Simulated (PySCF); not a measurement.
H2F2OSSi, singlet, geometry from GFN2-xTB; PySCF with WB97X/6-31G, TDA.

Here is a job for PySCF.
```python
from pyscf import gto, scf, dft, tdscf

mol = gto.M(
    atom='''
O     0.16584732    1.59010597    0.63166938
Si   -0.23175446    0.22009074   -0.09459221
F    -0.34741093    0.42173314   -1.67205214
F    -1.72802749   -0.20172917    0.25988051
S     1.19009983   -1.23445915    0.45210312
H    -0.34499026    2.39025985    0.52483074
H     1.90012275   -0.42106731    1.22199981
''',
    basis='6-31g',
    verbose=4,
)

mf = dft.RKS(mol)
mf.xc = 'wb97x'
mf.kernel()
td = mf.TDA()
td.nstates = 5
td.kernel()
td.analyze()
```

The log (banner, timings and long lists left out):

```
PySCF version 2.14.0

[INPUT] verbose = 4
[INPUT] num. atoms = 7
[INPUT] num. electrons = 58
[INPUT] charge = 0
[INPUT] spin (= nelec alpha-beta = 2S) = 0
[INPUT] symmetry False subgroup None
[INPUT] Mole.unit = angstrom
[INPUT] Symbol           X                Y                Z      unit          X                Y                Z       unit  Magmom
[INPUT]  1 O      0.165847320000   1.590105970000   0.631669380000 AA    0.313406013293   3.004864792336   1.193682129474 Bohr   0.0
[INPUT]  2 Si    -0.231754460000   0.220090740000  -0.094592210000 AA   -0.437952457546   0.415911221153  -0.178753370417 Bohr   0.0
[INPUT]  3 F     -0.347410930000   0.421733140000  -1.672052140000 AA   -0.656511510380   0.796960132253  -3.159720610593 Bohr   0.0
[INPUT]  4 F     -1.728027490000  -0.201729170000   0.259880510000 AA   -3.265498691820  -0.381212882636   0.491102989012 Bohr   0.0
[INPUT]  5 S      1.190099830000  -1.234459150000   0.452103120000 AA    2.248962739591  -2.332789705463   0.854351076861 Bohr   0.0
[INPUT]  6 H     -0.344990260000   2.390259850000   0.524830740000 AA   -0.651937107042   4.516936483044   0.991786360353 Bohr   0.0
[INPUT]  7 H      1.900122750000  -0.421067310000   1.221999810000 AA    3.590711600555  -0.795701895907   2.309244965171 Bohr   0.0

nuclear repulsion = 321.54612719628
number of shells = 33
number of NR pGTOs = 166
number of NR cGTOs = 57
basis = 6-31g
ecp = {}

******** <class 'pyscf.dft.rks.RKS'> ********
method = RKS
initial guess = minao
damping factor = 0
level_shift factor = 0
DIIS = <class 'pyscf.scf.diis.CDIIS'>
diis_start_cycle = 1
diis_space = 8
diis_damp = 0
SCF conv_tol = 1e-09
SCF conv_tol_grad = None
SCF max_cycles = 50
direct_scf = True
direct_scf_tol = 1e-13
XC library pyscf.dft.libxc version 7.1.2
    S. Lehtola, C. Steigemann, M. J. T. Oliveira, and M. A. L. Marques,  SoftwareX 7, 1–5 (2018)
XC functionals = wb97x
    J.-D. Chai and M. Head-Gordon,  J. Chem. Phys. 128, 084106 (2008)
radial grids:
    Treutler-Ahlrichs [JCP 102, 346 (1995); DOI:10.1063/1.469408] (M4) radial grids

becke partition: Becke, JCP 88, 2547 (1988); DOI:10.1063/1.454033
pruning grids: <function nwchem_prune>
grids dens level: 3
symmetrized grids: False
atomic radii adjust function: <function treutler_atomic_radii_adjust>
small_rho_cutoff = 0
Set gradient conv threshold to 3.16228e-05
Initial guess from minao.
tot grids = 100288
init E= -964.328554806066
  HOMO = -0.348851343331629  LUMO = 0.00760855831443674  gap/eV = 9.69977
cycle= 1 E= -963.517493486388  delta_E= 0.811  |g|= 0.915  |ddm|= 2.53
  HOMO = -0.383250785993793  LUMO = 0.0735125250454294  gap/eV = 12.42916
cycle= 2 E= -963.564111173253  delta_E= -0.0466  |g|= 0.905  |ddm|= 1.52
  HOMO = -0.398295062596572  LUMO = 0.0643360627766354  gap/eV = 12.58883
cycle= 3 E= -963.693608681072  delta_E= -0.129  |g|= 0.0409  |ddm|= 0.597
  HOMO = -0.405960348409701  LUMO = 0.0744661945081724  gap/eV = 13.07307
cycle= 4 E= -963.694109552654  delta_E= -0.000501  |g|= 0.0161  |ddm|= 0.0815
  HOMO = -0.39996987543028  LUMO = 0.07637426928502  gap/eV = 12.96198
cycle= 5 E= -963.694194395219  delta_E= -8.48e-05  |g|= 0.00392  |ddm|= 0.0303
  HOMO = -0.400631966902101  LUMO = 0.0758854832262905  gap/eV = 12.96670
cycle= 6 E= -963.694197930699  delta_E= -3.54e-06  |g|= 0.00219  |ddm|= 0.00589
  HOMO = -0.400842800005254  LUMO = 0.0758604801102729  gap/eV = 12.97176
cycle= 7 E= -963.694198959676  delta_E= -1.03e-06  |g|= 0.000346  |ddm|= 0.00238
  HOMO = -0.400783846430413  LUMO = 0.0759007819284969  gap/eV = 12.97125
cycle= 8 E= -963.69419901315  delta_E= -5.35e-08  |g|= 4.67e-05  |ddm|= 0.000846
  HOMO = -0.400788891428288  LUMO = 0.0758989764233546  gap/eV = 12.97134
cycle= 9 E= -963.694199015104  delta_E= -1.95e-09  |g|= 8.2e-06  |ddm|= 0.000185
  HOMO = -0.400788138416621  LUMO = 0.0759004074001566  gap/eV = 12.97136
cycle= 10 E= -963.694199015164  delta_E= -6.05e-11  |g|= 1.35e-06  |ddm|= 3.14e-05
  HOMO = -0.400788130643718  LUMO = 0.0759002815325132  gap/eV = 12.97135
Extra cycle  E= -963.694199015169  delta_E= -4.32e-12  |g|= 5.98e-07  |ddm|= 4.41e-06
converged SCF energy = -963.694199015169

******** <class 'pyscf.tdscf.rks.TDA'> for <class 'pyscf.dft.rks.RKS'> ********
nstates = 5 singlet
deg_eia_thresh = 1.000e-03
wfnsym = None
conv_tol = 1e-05
eigh lindep = 1e-12
eigh level_shift = 0
eigh max_cycle = 100

Excitation energies (eV)
[7.22906406 7.44031723 9.19254252 9.38693271 9.69451064]

** Singlet excitation energies and oscillator strengths **
Excited State   1:      7.22906 eV    171.51 nm  f=0.0158
      29 -> 30       -0.59154
      29 -> 31        0.28536
      29 -> 32        0.25033
Excited State   2:      7.44032 eV    166.64 nm  f=0.0001
      29 -> 30        0.32124
      29 -> 31        0.61909
Excited State   3:      9.19254 eV    134.87 nm  f=0.1448
      28 -> 30        0.55752
      28 -> 31        0.36940
      29 -> 33       -0.18182
Excited State   4:      9.38693 eV    132.08 nm  f=0.0263
      27 -> 30        0.61237
      27 -> 31       -0.17516
      27 -> 32        0.17669
      29 -> 32       -0.20068
Excited State   5:      9.69451 eV    127.89 nm  f=0.0772
      26 -> 30        0.22621
      28 -> 30       -0.21092
      28 -> 31        0.51589
      29 -> 33        0.33178

** Transition electric dipole moments (AU) **
state          X           Y           Z        Dip. S.      Osc.
  1         0.1681      0.0759     -0.2353      0.0894      0.0158
  2        -0.0128     -0.0058      0.0179      0.0005      0.0001
  3        -0.3002      0.7430      0.0253      0.6429      0.1448
  4        -0.1901     -0.0858      0.2659      0.1142      0.0263
  5         0.4711     -0.1197      0.2980      0.3250      0.0772

** Transition velocity dipole moments (imaginary part, AU) **
state          X           Y           Z        Dip. S.      Osc.
  1         0.0333      0.0150     -0.0466      0.0035      0.0088
  2        -0.0157     -0.0071      0.0220      0.0008      0.0019
  3        -0.1112      0.2708      0.0080      0.0858      0.1692
  4        -0.0738     -0.0333      0.1033      0.0172      0.0333
  5         0.1623     -0.0309      0.1060      0.0385      0.0721

** Transition magnetic dipole moments (imaginary part, AU) **
state          X           Y           Z
  1        -0.1484      0.1381     -0.0615
  2        -0.1401      0.4060      0.0309
  3         0.3692      0.1667     -0.5166
  4        -0.5608      0.1361     -0.3569
  5         0.1708      0.0771     -0.2390
```
